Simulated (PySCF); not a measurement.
F3In, SMILES [F][In+]([F])[F] (connectivity only; charge and spin as stated), charge +1, multiplicity 2. Atoms are numbered in the order given.

```xyz
4

In     0.0000     0.0000     0.1916
F      0.0000    -1.0276    -1.5605
F      0.0000     0.0000     2.0779
F      0.0000     1.0276    -1.5605
```
Charge +1, spin multiplicity 2.

Geometry optimised at r2SCAN-D4/def2-SVP. The def2 effective core potentials stand for the cores of In; spin–orbit coupling is left out.

These are PySCF with B3LYP/def2-TZVPD values and carry that method's errors.

Mulliken values depend strongly on the basis, most of all with diffuse functions as here. ESP charges are fitted to the potential on shells at 1.4 to 2.0 van der Waals radii. Atomic charges (e):

| atom | Mulliken | ESP fit | Mulliken spin |
|---|---|---|---|
| In1 | 1.69 | … | -0.03 |
| F2 | -0.19 | … | 0.52 |
| F3 | -0.31 | … | -0.01 |
| F4 | -0.19 | … | 0.52 |

### Question
Some entries are withheld; supply them. (The exact figures need the calculation; the answer reports its results.)

### Answer

- In1, ESP fit: 1.53
- F2, ESP fit: -0.12
- F3, ESP fit: -0.29
- F4, ESP fit: -0.12
